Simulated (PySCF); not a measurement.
F5Te, SMILES F[Te](F)(F)(F)F, multiplicity 2.

Coordinates come from a B3LYP-D3(BJ)/def2-SVP optimisation. The isomer is the one that the SMILES or the coordinates give; other isomers of the formula were not compared. The def2 effective core potentials stand for the cores of Te; spin–orbit coupling is left out.

The numbers are results of B3LYP/def2-TZVP run with PySCF, not measurements.

Isolated molecule, no solvent.

```yaml
total_energy: -767.54006 hartree
point_group: C4v
"α spin, highest occupied and lowest empty level": -9.85 and -2.99 eV
"β spin, highest occupied and lowest empty level": -11.91 and -7.25 eV
dipole_moment: 1.79 D
quadrupole, principal values (traceless, Buckingham form, about the centre of nuclear charge): -3.37, -3.37, 6.74 D·Å
mean_static_polarisability: 41.4 bohr³ (6.13 Å³)
polarisability_principal_values: 32.1, 46.0, 46.0 bohr³
"⟨S²⟩": 0.756 (pure state 0.75)
```
